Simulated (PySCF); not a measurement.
Computed shifts of a molecule C4H6F2, PBE/pcSseg-1 (PySCF), GIAO, gas phase, atoms alike by connectivity averaged where their shifts nearly agree, in ppm (number of nuclei): ¹⁹F: -215.9 (2). ¹³C: 82.5 (2), 45.6 (2). ¹H: 4.72 (2), 3.03 (2), 2.49 (2). References: ¹⁹F against CFCl3 (σ = 133.6 ppm); ¹³C against TMS (σ = 182.0 ppm); ¹H against TMS (σ = 31.49 ppm), references at their B3LYP-D3(BJ)/def2-TZVP geometries, non-relativistic. Geometry: PBE0-D3(BJ)/def2-SVP. The values are those of a single conformer.

Question: Which molecule gave these data?
A) C=C(C)C(F)F
B) F[C@H]1C[C@@H](F)C1
C) CCC=C(F)F
D) C=CCC(F)F

Answer: B, F[C@H]1C[C@@H](F)C1
